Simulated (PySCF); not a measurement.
FGeH5OSi, SMILES F[SiH2][O][GeH3].

The structure is a stationary point at PBE0-D3(BJ)/def2-SVP. The structure was generated by enumeration, and PubChem lists no compound with its InChIKey, so it may never have been made. Other conformers were not sampled.

These are PBE0-D3(BJ)/def2-SVP run with PySCF 2.14.0 values and carry that method's errors.

Frequencies are harmonic and unscaled.

Problem. Estimate the vibrational spectrum. (An estimate is asked for; the answer gives what the named calculation found.)

Solution. 
| mode | ν (cm⁻¹) | IR (km/mol) | Raman (Å⁴/amu) | depolarisation | moving atoms (share of kinetic energy) |
|---|---|---|---|---|---|
| 1 | 24 | 3.0 | 0.2 | 0.75 | F 40 %, O 22 %, H 22 %, Ge 10 % |
| 2 | 53 | 0.5 | 0.1 | 0.61 | H 80 %, O 10 % |
| 3 | 93 | 2.5 | 0.2 | 0.50 | O 35 %, H 20 %, Si 17 %, Ge 17 %, F 11 % |
| 4 | 334 | 18.9 | 1.8 | 0.75 | O 39 %, F 32 %, Si 22 % |
| 5 | 515 | 14.6 | 13.1 | 0.31 | O 32 %, Si 28 %, Ge 25 %, H 14 % |
| 6 | 640 | 8.5 | 13.6 | 0.75 | H 90 % |
| 7 | 654 | 43.1 | 10.6 | 0.73 | H 88 % |
| 8 | 714 | 147.7 | 3.9 | 0.39 | H 66 %, Si 18 %, O 11 % |
| 9 | 743 | 4.3 | 15.2 | 0.69 | H 93 % |
| 10 | 858 | 404.7 | 7.6 | 0.55 | H 74 %, F 11 % |
| 11 | 871 | 49.4 | 9.2 | 0.74 | H 42 %, F 40 %, Si 17 % |
| 12 | 873 | 63.2 | 23.3 | 0.75 | H 94 % |
| 13 | 877 | 48.2 | 25.3 | 0.75 | H 99 % |
| 14 | 968 | 139.8 | 10.7 | 0.75 | H 80 %, Si 10 % |
| 15 | 976 | 170.4 | 11.5 | 0.70 | H 82 %, Si 14 % |
| 16 | 1060 | 353.1 | 2.4 | 0.58 | O 67 %, Si 22 %, H 9 % |
| 17 | 2163 | 80.9 | 137.6 | 0.15 | H 99 % |
| 18 | 2184 | 94.5 | 153.3 | 0.21 | H 99 % |
| 19 | 2194 | 104.4 | 137.3 | 0.35 | H 99 % |
| 20 | 2262 | 131.8 | 120.8 | 0.17 | H 97 % |
| 21 | 2293 | 134.2 | 146.6 | 0.22 | H 97 % |
